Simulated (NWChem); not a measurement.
System meant: InBr3; SMILES [Br][In]([Br])[Br]

The following NWChem deck was run.

```
start job
memory heap 200 mb stack 900 mb global 1100 mb
geometry units angstroms noautoz
  In     0.000000     0.000000     0.000000
  Br    -1.739217    -1.739217     0.000000
  Br    -0.636597     2.375814     0.000000
  Br     2.375814    -0.636597     0.000000
end
basis spherical
  * library def2-svp
end
ecp
  In library def2-ecp
end
dft
  xc xpbe96 cpbe96
  iterations 4
  mulliken
end
task dft energy
```

End of the output:

```
    Atom       Charge   Shell Charges
 -----------   ------   -------------------------------------------------------
    1 In  21    21.04   1.38  0.54  0.71  0.39  3.03  2.84  1.03  0.64  9.37  1.11
    2 Br  35    34.99   2.00  2.00  1.96  1.15  0.71  5.99  5.81  2.43  2.92  7.83  2.04  0.15
    3 Br  35    34.99   2.00  2.00  1.96  1.15  0.71  5.99  5.81  2.43  2.92  7.83  2.04  0.15
    4 Br  35    34.99   2.00  2.00  1.96  1.15  0.71  5.99  5.81  2.43  2.92  7.83  2.04  0.15

 center of mass
 --------------
 x =   0.00000000 y =   0.00000000 z =   0.00000000

 moments of inertia (a.u.)
 ------------------
        2589.779273893367           0.000000000000           0.000000000000
           0.000000000000        2589.779273893366           0.000000000000
           0.000000000000           0.000000000000        5179.558547786733

     Multipole analysis of the density
     ---------------------------------

     L   x y z        total         alpha         beta         nuclear
     -   - - -        -----         -----         ----         -------
     0   0 0 0     -0.000000    -63.000000    -63.000000    126.000000

     1   1 0 0     -0.000000     -0.000000     -0.000000      0.000000
     1   0 1 0      0.000000      0.000000      0.000000      0.000000
     1   0 0 1     -0.000000     -0.000000     -0.000000      0.000000

     2   2 0 0    -59.707516   -596.959891   -596.959891   1134.212266
     2   1 1 0      0.000000      0.000000      0.000000      0.000000
     2   1 0 1      0.000000      0.000000      0.000000      0.000000
     2   0 2 0    -59.707516   -596.959891   -596.959891   1134.212266
     2   0 1 1     -0.000000     -0.000000     -0.000000      0.000000
     2   0 0 2    -55.906866    -27.953433    -27.953433      0.000000

 ------------------------------------------------------------------------
 dft energy failed                                                                                  0
 ------------------------------------------------------------------------
 ------------------------------------------------------------------------
  current input line :
    20: task dft energy
 ------------------------------------------------------------------------
 ------------------------------------------------------------------------
 This type of error is most commonly associated with calculations not reaching convergence criteria
 ------------------------------------------------------------------------
 For more information see the NWChem manual at https://nwchemgit.github.io

0:dft energy failed:Received an Error in Communication
```

**Question.** Find the fault in this run and fix the input.

**Answer.** Convergence was not reached. Cause: the SCF was allowed too few iterations. This input runs:
```
start job
memory heap 200 mb stack 900 mb global 1100 mb
geometry units angstroms noautoz
  In     0.000000     0.000000     0.000000
  Br    -1.739217    -1.739217     0.000000
  Br    -0.636597     2.375814     0.000000
  Br     2.375814    -0.636597     0.000000
end
basis spherical
  * library def2-svp
end
ecp
  In library def2-ecp
end
dft
  xc xpbe96 cpbe96
  iterations 150
  mulliken
end
task dft energy
```
It converges to -7910.66684 Ha (PBE/def2-SVP with def2 effective core potentials on In).
